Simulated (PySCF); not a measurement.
**Diatomics with 95 electrons**

CCSD(T) in PySCF with def2-SVP on every atom (core potentials on Tl, Pb, Bi), for the lowest determinant that a PBE0 search found; no spin–orbit coupling. All have 95 electrons, 7 of them in the valence shells, and the same state, a quartet (σ ↑, π ↑↑). For ions De leads to the atom and ion picked by measured ionisation energies and electron affinities.

```json
{"species": "TlSi", "difference of nuclear charges": "67", "Re (Å)": "2.697", "ωe (cm⁻¹)": "237", "k (mdyn/Å)": "0.813", "De (eV)": "1.89", "dissociates to": "Tl + Si"}
{"species": "AlPb", "difference of nuclear charges": "69", "Re (Å)": "2.735", "ωe (cm⁻¹)": "246", "k (mdyn/Å)": "0.849", "De (eV)": "1.85", "dissociates to": "Al + Pb"}
{"species": "MgBi", "difference of nuclear charges": "71", "Re (Å)": "3.075", "ωe (cm⁻¹)": "137", "k (mdyn/Å)": "0.236", "De (eV)": "0.16", "dissociates to": "Mg + Bi"}
{"species": "TlP⁺", "difference of nuclear charges": "66", "Re (Å)": "3.353", "ωe (cm⁻¹)": "78.9", "k (mdyn/Å)": "0.0988", "De (eV)": "n/a", "dissociates to": "Tl⁺ + P"}
{"species": "SiPb⁺", "difference of nuclear charges": "68", "Re (Å)": "2.649", "ωe (cm⁻¹)": "276", "k (mdyn/Å)": "1.10", "De (eV)": "n/a", "dissociates to": "Si + Pb⁺"}
```

Problem. Which member of the whole set has the stiffest bond, and how does it compare with the softest?

Solution. SiPb⁺ with k = 1.10 mdyn/Å, 11 times that of TlP⁺.

Correlated steps freeze the inner cores (5 to 9 orbitals); shallow outer-core shells are correlated. UHF and ROHF references stand side by side, which adds small steps between rows. Weak bonds: MgBi. Basis-set superposition, not corrected here, can be much of De in a small basis, most of all at correlated wavefunction levels. Spin–orbit coupling is left out, which matters for elements this heavy, above all for dissociation energies. States were picked by a PBE0 search and need not be the measured ground states.
